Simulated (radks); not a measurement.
Values are calculated unless marked as measured or tabulated.
Valence configurations of neutral gold (all share [Xe]). Code: a radial shooting solver on a logarithmic mesh with Libxc functionals. Model: Dirac Kohn-Sham, BLYP, spin-unpolarised, spherical densities, point nucleus; open shells are shared between the two j in proportion to 2j + 1. Energies are relative to 4f14 5d10 6s1; eigenvalues in eV.

valence,E (eV),e(4f5/2),e(4f7/2),e(5d3/2),e(5d5/2),e(6p1/2)
4f14 5d10 6s1,0.000,-82.923,-79.111,-7.726,-6.201,-
4f14 5d8 6s1 6p2,17.335,-92.921,-89.107,-15.599,-13.842,-3.836
4f13 5d8 6s1 6p3,112.90,-109.98,-106.04,-20.962,-18.935,-5.003
4f14 5d9 6s1 6p1,7.291,-87.938,-84.126,-11.783,-10.141,-2.647
4f14 5d7 6s1 6p3,30.134,-98.013,-94.197,-19.358,-17.486,-4.948
4f12 5d8 6s1 6p4,224.89,-127.83,-123.76,-26.602,-24.305,-6.167
4f14 5d9 6s2,1.593,-85.885,-82.072,-9.795,-8.177,-
4f13 5d10 6s1 6p1,87.411,-99.520,-95.585,-13.011,-11.216,-2.641
4f14 5d6 6s1 6p4,45.706,-103.23,-99.407,-23.096,-21.110,-6.019
4f13 5d10 6s2,81.639,-97.396,-93.461,-10.941,-9.169,-

NIST lists [Xe] 4f14 5d10 6s1 as the ground configuration; this level of theory agrees among the configurations tried. The energies are those of spherical spin-averaged densities, not of single terms.
